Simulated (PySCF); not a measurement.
Computed IR spectrum (relative IR intensity) of a molecule C5H4F2. The structure is a stationary point at B3LYP-D3(BJ)/def2-SVP. The values are those of a single conformer. Level of theory: B3LYP-D3(BJ)/def2-SVP in PySCF 2.14.0. Frequencies are harmonic and unscaled.

Lines under 2 % of the strongest are left out, and lines within 2 cm⁻¹ are merged.

ν (cm⁻¹): 396 (w), 583 (w), 622 (w), 698 (w), 705 (m), 846 (m), 905 (vw), 954 (w), 1054 (m), 1140 (m), 1219 (w), 1274 (s), 1350 (m), 1390 (m), 1435 (s), 1610 (m), 1770 (vs), 3032 (vw) (against the strongest line: vs over 80 %, s over 45 %, m over 15 %, w over 4 %, vw less)

Problem. Which molecule gave these data?
A. FC1=C(F)CC=C1
B. C#CCC=C(F)F
C. C=CC#CC(F)F
D. C=C(F)C=C=CF

Solution. A, FC1=C(F)CC=C1
